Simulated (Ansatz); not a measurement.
One change: `C[N](C)[Hf]1234([CH3])([CH3])[C@H]5[C@@H]1[C@@H]2[C@@H]3[C@H]54` becomes `C[N](C)[Ti]1234([CH3])([CH3])[C@H]5[C@@H]1[C@@H]2[C@@H]3[C@H]54`.

Ansatz, PBE0-D4/def2-TZVP geometries, multiplicity 1. Each molecule was computed in one conformer, which needn't be the lowest.

Elements past krypton have def2 core potentials. Scalar relativity is left out up to krypton.

```tsv
property	`C[N](C)[Hf]1234([CH3])([CH3])[C@H]5[C@@H]1[C@@H]2[C@@H]3[C@H]54`
HOMO–LUMO gap (PBE0/def2-TZVPP) / eV	5.77
HOMO energy (PBE/def2-TZVPP) / eV	-5.03
HOMO energy (ωB97M-V/def2-TZVPP) / eV	-8.41
HOMO energy (B3LYP/def2-TZVPP) / eV	-6.01
HOMO–LUMO gap (B3LYP/def2-TZVPP) / eV	5.37
LUMO energy (PBE0/def2-TZVPP) / eV	-0.42
```

Question: Give the same properties after the change, and the shifts. (An estimate is asked.)

Answer: The calculation gave: 
```tsv
property	`C[N](C)[Ti]1234([CH3])([CH3])[C@H]5[C@@H]1[C@@H]2[C@@H]3[C@H]54`	shift
HOMO–LUMO gap (PBE0/def2-TZVPP) / eV	5.10	-0.67
HOMO energy (PBE/def2-TZVPP) / eV	-5.11	-0.08
HOMO energy (ωB97M-V/def2-TZVPP) / eV	-8.38	0.03
HOMO energy (B3LYP/def2-TZVPP) / eV	-6.03	-0.02
HOMO–LUMO gap (B3LYP/def2-TZVPP) / eV	4.65	-0.72
LUMO energy (PBE0/def2-TZVPP) / eV	-1.11	-0.69
```

B3LYP here is the variant with VWN-RPA as its local correlation; programs differ in this.
